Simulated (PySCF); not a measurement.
Bonds (- single, = double, # triple, : aromatic): O1=C2 1.240 Å, C2-O3 1.230 Å, C2-C4 1.579 Å, C4:C5 1.400 Å, C5:C6 1.377 Å, C6:N7 1.333 Å, N7:C8 1.323 Å, C8:N9 1.316 Å, N9:C4 1.331 Å. C5 carries H10; C6 carries H11; C8 carries H12. Formal charges: O3 -1.

Total charge -1.

Geometry: GFN2-xTB; GIAO absolute shieldings from PySCF 2.14.0 with density-fitted response routines, gas phase, non-relativistic, averaged over equivalent atoms.

At CAM-B3LYP/def2-SVP (141 basis functions, 21 s wall time on 1 thread of an Arm Neoverse V1, shared host):
```csv
atoms,σ (ppm)
O1/O3,47.5
C4,16.9
C8,39.2
C2,39.5
C6,43.5
C5,72.4
N9,-47.0
N7,-26.4
H12,23.06
H10,23.46
H11,23.79
```

Question: Estimate the result of repeating the calculation with PBE0/pcSseg-1.

Answer: 
```json
{"atoms": "O1/O3", "σ at PBE0/pcSseg-1": "10.8", "change": "-36.7"}
{"atoms": "C4", "σ at PBE0/pcSseg-1": "6.9", "change": "-10.0"}
{"atoms": "C8", "σ at PBE0/pcSseg-1": "24.1", "change": "-15.1"}
{"atoms": "C2", "σ at PBE0/pcSseg-1": "23.3", "change": "-16.2"}
{"atoms": "C6", "σ at PBE0/pcSseg-1": "28.1", "change": "-15.4"}
{"atoms": "C5", "σ at PBE0/pcSseg-1": "59.3", "change": "-13.1"}
{"atoms": "N9", "σ at PBE0/pcSseg-1": "-71.5", "change": "-24.5"}
{"atoms": "N7", "σ at PBE0/pcSseg-1": "-50.0", "change": "-23.6"}
{"atoms": "H12", "σ at PBE0/pcSseg-1": "22.55", "change": "-0.51"}
{"atoms": "H10", "σ at PBE0/pcSseg-1": "23.19", "change": "-0.27"}
{"atoms": "H11", "σ at PBE0/pcSseg-1": "23.26", "change": "-0.53"}
```

The largest change is at O1/O3 (carboxylate oxygen). Cost: 168 basis functions, 22 s wall time on 1 thread of an Arm Neoverse V1, shared host. The order of the carbon signals changes between the two levels.
